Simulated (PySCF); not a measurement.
C8H12Si.
Numbering: `[CH3:1][C:2]#[C:3][C:4]1=[CH:5][C@@H:6]([CH3:7])[SiH2:8][CH2:9]1`

Cartesian coordinates in Å at the GFN2-xTB level; atoms count from 1:
```
atom  x, y, z in Å
C1     4.398    0.009   -0.095
C2     2.959   -0.063    0.019
C3     1.760   -0.104    0.124
C4     0.356   -0.226    0.211
C5    -0.444    0.699    0.739
C6    -1.925    0.461    0.774
C7    -2.677    1.598    0.079
Si8   -2.134   -1.257   -0.048
C9    -0.265   -1.493   -0.329
H10    4.792   -0.936   -0.470
H11    4.679    0.806   -0.784
H12    4.843    0.214    0.880
H13   -0.059    1.628    1.137
H14   -2.249    0.449    1.821
H15   -3.751    1.429    0.126
H16   -2.385    1.667   -0.967
H17   -2.459    2.554    0.556
H18   -2.894   -1.189   -1.300
H19   -2.711   -2.256    0.856
H20    0.146   -2.354    0.200
H21    0.010   -1.620   -1.377
```

NICS = −σ at a ghost point: NICS(0) at the centroid of the ring atoms, NICS(1) 1 Å to either side along the normal of their mean plane, zz for the tensor component along that normal. Level: GIAO PBE0/pcSseg-1 (PySCF, non-relativistic, gas phase) on the GFN2-xTB geometry, one conformer.

Ring bond lengths (Å), with Mayer bond orders in brackets: C4–C5 1.333 (1.80), C5–C6 1.501 (1.02), C6–Si8 1.916 (0.87), Si8–C9 1.905 (0.90), C9–C4 1.510 (1.05).

**Question.** Give the NICS values of each ring in ppm.

**Answer.** 
| ring | type | NICS(0) | NICS(1), two faces | NICS(1)zz, two faces | rms pucker (Å) | centre to ring atoms, mean (Å) |
| --- | --- | --- | --- | --- | --- | --- |
| C4–C5–C6–Si8–C9 | 5-membered ring with Si; formal bonds 1 double, 4 single | -2.6 | -3.0 / -3.0 | -0.5 / -1.3 | 0.01 | 1.38 |

**Question.** What can be read from them?

**Answer.** 
- C4–C5–C6–Si8–C9: mean NICS(1)zz -0.9 ppm, near zero. C6, Si8, C9 have four or more neighbours, and the NICS criterion for π rings isn't applied.

**Question.** What field does 7.05 T along the ring normal induce along that normal at the first NICS(1) probe listed for ring C4–C5–C6–Si8–C9, 1 Å off the ring?

**Answer.** NICSzz × B0 = -0.5 ppm × 7.05 T = -4 μT, against the applied field.

**Question.** Give the inner angles of the rings and the Hirshfeld charges of the ring atoms.

**Answer.** 
- C4–C5–C6–Si8–C9: C4 118.5° (0.000 e), C5 119.5° (-0.042 e), C6 103.9° (-0.109 e), Si8 93.8° (+0.349 e), C9 104.3° (-0.161 e); sum 540.0° against 540° for a flat convex ring.

Hardware: Arm Neoverse V2, one thread, shared host. Cost: 33 s of wall time, 0.99 GiB resident at most. This is the whole shielding run at PBE0/pcSseg-1, SCF included.
